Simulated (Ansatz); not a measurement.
Consider the ligand exchange at a Zn–C bond: `C[CH2][Zn][F]` + silanol → `[F][Zn][O][SiH3]` + ethane.

Computed with Ansatz on PBE0-D4/def2-TZVP structures; ΔE is electronic, products minus reactants. CCSD(T)/CBS is the MP2 limit (def2-TZVPP, def2-QZVPP) plus CCSD(T) − MP2 in def2-TZVPP, frozen cores. This one scheme is used for every species. DFT in def2-TZVPP. For Zn outer-core shells are correlated without core-valence functions, which leaves a few kJ/mol of doubt a bond. Scalar relativity is left out up to krypton. One conformer a species, not always the lowest.

```csv
level,ΔE (kJ/mol)
r2SCAN,-63.0
CCSD(T)/def2-TZVPP,-71.1
```

Question: What does CCSD(T)/CBS give? (An estimate is asked.)

Answer: The calculation gave: -71.4 kJ/mol. The listed levels differ from it by 8.4, 0.3 kJ/mol.

Largest T1 diagnostic among the species: 0.017.

From BLYP to BHLYP (50 % exact exchange), in def2-TZVPP and without D4, ΔE moves by −17.0 kJ/mol. At CCSD(T), def2-SVP lies −17.8 kJ/mol from the extrapolated value and def2-TZVPP +0.3 kJ/mol. Leaving LDA and LC-ωPBE aside and taking each functional with its dispersion term where it has one, the values, not all of them listed here, spread over 25.3 kJ/mol, from BHLYP-D4 to PBE-D4. LDA lies +6.3 kJ/mol from PBE without D4.
